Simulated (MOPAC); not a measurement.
MOPAC input (PM6):

```
PM6 PRECISE GNORM=0.05 LET XYZ GEO-OK AUX(PRECISION=9) THREADS=1
MgO

Mg   -0.00000000 1   -0.00000000 1   -0.69576168 1
O     0.00000000 1    0.00000000 1    1.04364252 1
```

**Question.** What heat of formation does the run end on?

**Answer.** 47.93 kcal/mol.
